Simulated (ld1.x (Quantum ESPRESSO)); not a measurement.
## Pseudopotential generation for platinum: PAW, PBE, fully relativistic.

| Quantity | Value |
| --- | --- |
| Element | platinum |
| Generator | ld1.x (Quantum ESPRESSO) 7.5 |
| Type | PAW |
| Functional | PBE |
| Relativity | fully relativistic |
| Frozen core | [Xe] 4f14 |
| Valence charge | 10 |
| Reference configuration | 5d10 6s0 6p0 |
| Partial waves | 6s (bound, empty): rcut 2.30, rcutus 2.55 bohr; 6s channel at 4.9 Ry: rcut 2.30, rcutus 2.55 bohr; 6p (bound, empty): rcut 2.25, rcutus 2.85 bohr; 6p channel at 0.55 Ry: rcut 2.25, rcutus 2.85 bohr; 5d (bound): rcut 1.50, rcutus 1.70 bohr; 5d channel at 0.9 Ry: rcut 1.50, rcutus 1.70 bohr |
| Local potential | all-electron potential smoothed inside 1.55 bohr (lloc = -1) |
| Core correction | Bessel-smoothed model core inside 1.80 bohr |
| Augmentation charge | PSQ, inside the norm-conserving radii |

Open shells are filled in proportion to 2j + 1 (rel_dist='average').

(1) Tests: 5d9 6s1 6p0; 5d9 6s0 6p0; 5d8 6s0 6p0; 5d8 6s2 6p0; 5d9.5 6s0.5 6p0; 5d8 6s1 6p1; 5d7 6s0 6p0. Which has the largest error in its energy relative to the reference configuration, and how large is it?

The ghost test of this file was not conclusive.

## Answers

(1) 5d7 6s0 6p0, with -341 meV (all-electron minus pseudo) on +61.44 eV.
